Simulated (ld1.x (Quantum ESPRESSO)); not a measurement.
# Ar (Z = 18): one change to an RRKJ potential, before and after

ld1.x (Quantum ESPRESSO) 7.5 input, shortened:

```
&input
   title='Ar', zed=18., rel=0, dft='PBESOL', iswitch=3,
   config='[Ne] 3s2 3p6'
 /
 &inputp
   pseudotype=2, tm=.false., lloc=0,
   nlcc=.false.
 /
2
3P  2  1   6.00   0.00  1.10  1.10  0.0
3S  1  0   2.00   0.00  0.95  0.95  0.0
 &test
   configts(1)='3s2 3p6'
 /
```

Change: functional PBE.

Cutoffs: the cutoffs (Ry, on a coarse ladder) from which the occupation-weighted sum of valence levels, in a spherical-Bessel basis at the reference potential, stays within 10 and 1 mRy of its value at 400 Ry; they do not see the model core or the augmentation charge, which bear on the density cutoff. Errors are all-electron minus pseudo energies relative to the spin-unpolarised reference configuration.

Problem. How do hardness, ghosts and transferability respond?

Solution. The potential gets neither clearly harder nor softer (120 Ry and 230 Ry → 120 Ry and 230 Ry); the errors of the 6 common tests hardly move; neither file shows a bound ghost.

| quantity | base | changed |
| --- | --- | --- |
| cutoff, loose | 120 Ry | 120 Ry |
| cutoff, tight | 230 Ry | 230 Ry |
| bound ghosts | none | none |
| error for 3s2 3p5, meV [ΔE 16.03 → 16.07 eV] | +5.7 | +5.2 |
| error for 3s2 3p4, meV [ΔE 44.65 → 44.74 eV] | +35 | +32 |
| error for 3s2 3p3, meV [ΔE 87.17 → 87.33 eV] | +116 | +104 |
| error for 3s2 3p2, meV [ΔE 144.73 → 144.96 eV] | +286 | +257 |
| error for 3s2 3p5.5, meV [ΔE 6.54 → 6.56 eV] | +1.1 | +1.0 |
| error for 3s1 3p6, meV [ΔE 30.34 → 30.43 eV] | +16 | +17 |
| s: phases at 1.20 bohr within 0.05 rad from the reference energy up to (Ry; the scan ends near 5) | to the end of the scan | to the end of the scan |
| p: phases at 1.20 bohr within 0.05 rad from the reference energy up to (Ry; the scan ends near 5) | to the end of the scan | to the end of the scan |
